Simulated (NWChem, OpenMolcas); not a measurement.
## How basis sets differ on C2H5FOSi (SMILES FC1CO[SiH2]1)

The species is C2H5FOSi (10 atoms), meant as a singlet with charge 0. SMILES: `FC1CO[SiH2]1`. Geometry: relaxed at PBE0-D4/def2-TZVP.

```xyz
10

F    -1.8204   -0.3278   -0.8109
C    -0.8761   -0.0831    0.1669
C     0.2907   -1.0898    0.1533
O     1.4299   -0.2164   -0.0119
Si    0.5103    1.1621   -0.2068
H    -1.3905   -0.0238    1.1278
H     0.1973   -1.7734   -0.6955
H     0.4008   -1.6651    1.0760
H     0.8208    2.2287    0.7804
H     0.5202    1.7373   -1.5763
```

Each level gives the dipole moment (D). The values are calculated.

```csv
level,kind,program,value (D),CPU time
HF/ANO-RCC-MB (DKH2),Hartree–Fock,OpenMolcas,1.65,4.9 s
HF/STO-3G,Hartree–Fock,OpenMolcas,1.44,2.9 s
HF/3-21G,Hartree–Fock,NWChem,1.76,4.3 s
HF/ANO-L-VDZP (RICD fitting),Hartree–Fock,OpenMolcas,1.53,6.1 s
HF/def2-SVP,Hartree–Fock,OpenMolcas,1.48,15 s
```

The values span 1.44 to 1.76 D. Magnitudes only. Sets without polarisation functions give poor dipoles. CPU times are rough (shared hosts, several kinds of processor and program).
